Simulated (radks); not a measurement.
The numbers below are computed, except where a source is named.
Species: He II. Configuration: 1s1. Level of theory: scalar-relativistic Kohn-Sham, r2SCAN, spin-polarised, spherical densities, finite nucleus; open shells are filled with parallel spins first; meta-GGA in the generalised Kohn-Sham scheme; Gaussian nuclear charge, rms radius 1.6755 fm (a radial shooting solver on a logarithmic mesh with Libxc functionals).

Normalised radial functions P(r) = r R(r), r in bohr:

r	1s up
0.05755	0.2918
0.067	0.3334
0.07799	0.3796
0.0908	0.4306
0.1057	0.4865
0.1231	0.5468
0.1433	0.6111
0.1668	0.6784
0.1942	0.7472
0.226	0.8155
0.2631	0.8807
0.3063	0.9395
0.3566	0.9881
0.4151	1.0220
0.4833	1.0371
0.5626	1.0292
0.6498	0.9980
0.7564	0.9384
0.8806	0.8527
1.025	0.7446
1.193	0.6209
1.389	0.4908
1.617	0.3647
1.883	0.2522
2.192	0.1606
2.552	0.0930
2.971	0.0483

1s up: eigenvalue -43.215 eV, 0 radial nodes, <r> = 0.754 bohr, 90 % of the charge inside 1.34 bohr.
